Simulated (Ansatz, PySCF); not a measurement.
Gas-phase reaction in SMILES: CCO [ethanol] + 2 [H][H] (H2) → 2 C (CH4) + O (H2O)
Each molecule is optimised on its own at B3LYP-D3(BJ)/def2-TZVP (Ansatz, a program for electronic structure), one conformer each, not searched for the lowest.

Property: energy of full hydrogenation (enthalpy at 298 K, with B3LYP-D3(BJ) rigid-rotor harmonic-oscillator terms from PySCF), in kcal/mol. Correlated levels leave the core frozen unless marked. No spin-orbit coupling. Non-relativistic unless marked X2C. CBS(X,Y): correlation extrapolated as X^-3; Hartree-Fock from the larger set. [CCSD(T)-MP2]/basis is that difference in the basis named.

| level | program | energy of full hydrogenation (kcal/mol) |
|---|---|---|
| SVWN5/def2-TZVPD | Ansatz | -33.7 |
| PBE0/STO-3G | Ansatz | -19.1 |
| CAM-B3LYP-D4/def2-TZVPD | Ansatz + dftd4 | … |
| X2C-CCSD(T)/cc-pVTZ-DK | Ansatz | … |
| RI-MP2/CBS(aug-cc-pVTZ,aug-cc-pVQZ)+[CCSD(T)-MP2]/aug-cc-pVTZ | Ansatz | -37.1 |

Q: Some entries are withheld; supply them.

A: 
- CAM-B3LYP-D4/def2-TZVPD, energy of full hydrogenation (kcal/mol): -36.6
- X2C-CCSD(T)/cc-pVTZ-DK, energy of full hydrogenation (kcal/mol): -36.5
